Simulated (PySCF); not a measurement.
Species: C5H12OSi.
SMILES: `CO[SiH]1CCCC1`

The closed-shell ground state was solved at several levels (PySCF, density fitting, gas phase, non-relativistic). Geometry: PBE0-D3(BJ)/def2-SVP, one conformer, isolated molecule.

| level | basis functions | total energy (Eh) | HOMO (eV) | LUMO (eV) | gap (eV) | dipole (D) |
| --- | --- | --- | --- | --- | --- | --- |
| wB97X-D/def2-SVPD | 243 | -562.1505 | -9.42 | 2.28 | 11.70 | 0.83 |
| KT2/pcSseg-1 | 186 | -569.5461 | -6.23 | 0.10 | 6.33 | 0.79 |

Question: Estimate the row for PBE0/pcSseg-1, a basis of 186 functions; the other rows only guide the guess.

Answer: Total energy -562.0250 Eh, HOMO -7.54 eV, LUMO 1.20 eV, gap 8.74 eV, dipole 0.88 D.

Question: Over all these levels, which gives the widest orbital gap and which the narrowest?

Answer: wB97X-D/def2-SVPD (range-separated hybrid) has the widest, 11.70 eV, and KT2/pcSseg-1 (GGA) the narrowest, 6.33 eV. Functional and basis both differ between the two, so the spread mixes both effects.

Question: How far do the dipole and the HOMO energy spread over the levels?

Answer: The dipole runs from 0.79 to 0.88 D (mean 0.84 D) and the HOMO from -9.42 to -6.23 eV.

Note: wB97X-D ran without an empirical dispersion term, which enters the total energy and its gradient alone.
